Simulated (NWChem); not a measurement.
System: BH3SO2; SMILES B(O)(S)O

```xyz
7

B     -0.0079     0.4472     0.0000
O     -1.2000     1.1041     0.0000
H     -1.1430     2.0635     0.0000
O      1.2222     1.0355     0.0000
H      1.2149     1.9974     0.0000
S     -0.1015    -1.3740     0.0000
H      1.2361    -1.5486     0.0000
```
Atoms are numbered in this order, from 1.

Computed with NWChem. Pople sets run with spherical d functions. Structure relaxed at the PBE0/def2-SVP level. Atomic charges in e: unrestrained fits to the electrostatic potential beside Mulliken populations; buried atoms are poorly determined by the fit.

Task: Estimate the computed values for Hartree-Fock/6-31G*. Quantities: ESP B1; Mulliken B1; ESP O2; Mulliken O2; ESP O4; Mulliken O4; ESP S6; Mulliken S6; relative RMS misfit of the potential (%).

Result: 
```yaml
ESP B1: 0.80
Mulliken B1: 0.69
ESP O2: -0.65
Mulliken O2: -0.73
ESP O4: -0.78
Mulliken O4: -0.74
ESP S6: -0.42
Mulliken S6: -0.24
relative RMS misfit of the potential (%): 21
```
